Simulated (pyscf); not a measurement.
PySCF, gas phase, ωB97X-D3(BJ)/def2-SVP geometries.

Task: For the elementary gas-phase step `[OH][SiH2]` [doublet] → `[O][SiH3]` [doublet] (doublet surface; H–O broken, H–Si formed), what barrier and reaction energy does B3LYP-D3(BJ)/def2-TZVP give, measured from the reactant's lowest minimum found?

Result: ΔE‡ = 44.3 kcal/mol, ΔE = +24.6 kcal/mol. CCSD(T)/def2-TZVPP + ΔMP2(QZVPP) gives 47.6 kcal/mol and +28.3 kcal/mol. Zero-point energy shifts the barrier by -3.3 kcal/mol. It is a hydrogen shift, with an imaginary mode of 1734i cm⁻¹. One saddle was located; it need not be the lowest between these sides. The CCSD(T) − MP2 part came from Ansatz, without density fitting, on the same reference.
